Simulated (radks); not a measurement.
Task: The mean radii <r> (bohr) of the occupied orbitals of an atom or ion are listed with their occupations. Calculated with a radial shooting solver on a logarithmic mesh with Libxc functionals: Dirac Kohn-Sham, PBEsol, spin-unpolarised, spherical densities, point nucleus.

orbital  occ.      <r>
1s1/2       2  0.03430
2s1/2       2   0.1480
2p1/2       2   0.1260
2p3/2       4   0.1305
3s1/2       2   0.3744
3p1/2       2   0.3606
3p3/2       4   0.3680

Name the element and its charge. Open shells, if any, are shared by 2j + 1.

Result: Z = 43, technetium, charge +25: Tc25+ in [Ar]. The 1s radius gives Z: for a bare nucleus <r> = (2 gamma + 1)/(2Z) with gamma = sqrt(1 - (Z/c)^2), 0.03371 bohr for Z = 43, and screening makes it slightly larger (0.03430 here). The occupations add up to 18, and the charge is Z minus that.
